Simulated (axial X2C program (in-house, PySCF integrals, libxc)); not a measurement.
## Density and ELF of SiGe⁻

Calculated with an axial X2C code built on PySCF integrals. Two-component (2c) means X2C with spin–orbit coupling and atomic mean-field two-electron Coulomb and Gaunt terms. Basis: Ge dyall-acv3z [10s10p8d5f1g], Si dyall-av3z [9s8p3d2f] (cores contracted in-house); Gaussian nuclei, density fitting, unrestricted open shells. Masses: Ge 73.921 u, Si 27.977 u.

PBE0, 2c, state Ω = 3/2 (⟨Sz⟩ = 0.50, ⟨Lz⟩ = 1.00 at PBE0); Ge at z = 0, Si at z = 2.239 Å.

The maps cover the half plane through the axis: z from -2.4 to 4.5 Å along the bond, ρ from 0.15 to 2.25 Å away from it (steps of 0.3 Å, the bottom row nearest the axis).

log10 of the density in e/bohr³:

digits 0 to 9 span -3.76 to 1.38 evenly
```
000111111112222111111000
001112222222222222221100
011222333333333333222110
112233333333333333332211
112333444444444444433221
122334455554444444443321
123344567655555665443322
123345689865556986544322
```

Electron localisation function (collinear form, no current term, damped to 0 at low density):

digits 0 to 9 span 0.00 to 1.00 evenly
```
000122222223333222222100
012344433334444444444310
134566554445555556666542
256777765555666678888764
467888643356776678999875
578887411136774116999987
688985246415850430799987
789984272724823882399998
```

Axial spin density in 10⁻³ e/bohr³:

digits 0 to 9 span -3.22 to 3.22 evenly, values beyond are clipped
```
555555555555555555555555
555555556666666666555555
455555667778888876655555
445555689999999998655554
444556799999999999755544
444456899999999999754444
444445664587899766444444
444433426543334994223444
```

The state is a single determinant with fixed occupations, the lowest that a limited PBE0 search found. Density functionals use the spin component along the axis (collinear). Other states lie close and PBE0, whose exact exchange favours high spin, may order them wrongly; the determinant shown need not be the ground state. The nearest other 2c determinant of the search, Ω = 1/2, lies 0.05 eV up at the distance of the search. The functionals have no current-density term, which raises determinants with orbital currents, atoms included. The determinant is spin-polarised beyond a pure state at some levels (its spin-free form has ⟨S²⟩ too high), which makes Re and μ there less reliable.
